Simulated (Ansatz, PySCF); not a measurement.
GeF4, SMILES [F][Ge]([F])([F])[F]. Atoms are numbered in the order given.

```xyz
5

F      0.9855     0.9855    -0.9855
Ge     0.0000     0.0000     0.0000
F     -0.9855     0.9855     0.9855
F     -0.9855    -0.9855    -0.9855
F      0.9855    -0.9855     0.9855
```
Charge 0, spin multiplicity 1.

Coordinates come from a TPSSh-D3(BJ)/def2-SVP optimisation. The isomer is the one that the SMILES or the coordinates give; other isomers of the formula were not compared.

Two levels are set side by side: PBE-D3(BJ)/def2-SVP (Ansatz, an electronic-structure program) and TPSSh-D3(BJ)/def2-SVP (PySCF). Each level has its own optimised geometry; the coordinates shown are those of the second. Frequencies come from the Hessian of PySCF at each geometry. Differences are taken from unrounded values.

```json
[
 {"quantity": "mean bond length (Å)", "TPSSh-D3(BJ)": "1.707", "PBE-D3(BJ)": "1.720", "PBE-D3(BJ) minus TPSSh-D3(BJ)": "0.013"},
 {"quantity": "bond F1–Ge2 (Å)", "TPSSh-D3(BJ)": "1.707", "PBE-D3(BJ)": "1.720", "PBE-D3(BJ) minus TPSSh-D3(BJ)": "0.013"},
 {"quantity": "bond Ge2–F3 (Å)", "TPSSh-D3(BJ)": "1.707", "PBE-D3(BJ)": "1.720", "PBE-D3(BJ) minus TPSSh-D3(BJ)": "0.013"},
 {"quantity": "bond Ge2–F4 (Å)", "TPSSh-D3(BJ)": "1.707", "PBE-D3(BJ)": "1.720", "PBE-D3(BJ) minus TPSSh-D3(BJ)": "0.013"},
 {"quantity": "bond Ge2–F5 (Å)", "TPSSh-D3(BJ)": "1.707", "PBE-D3(BJ)": "1.720", "PBE-D3(BJ) minus TPSSh-D3(BJ)": "0.013"},
 {"quantity": "highest harmonic wavenumber (cm⁻¹)", "TPSSh-D3(BJ)": "792", "PBE-D3(BJ)": "767", "PBE-D3(BJ) minus TPSSh-D3(BJ)": "-26"},
 {"quantity": "mean harmonic wavenumber (cm⁻¹)", "TPSSh-D3(BJ)": "472", "PBE-D3(BJ)": "457", "PBE-D3(BJ) minus TPSSh-D3(BJ)": "-15"},
 {"quantity": "zero-point energy (kcal/mol)", "TPSSh-D3(BJ)": "6.07", "PBE-D3(BJ)": "5.88", "PBE-D3(BJ) minus TPSSh-D3(BJ)": "-0.19"}
]
```

GGA bonds tend to be longer and softer than those of functionals with exact exchange. Differences between two approximate levels are no errors against the true value.
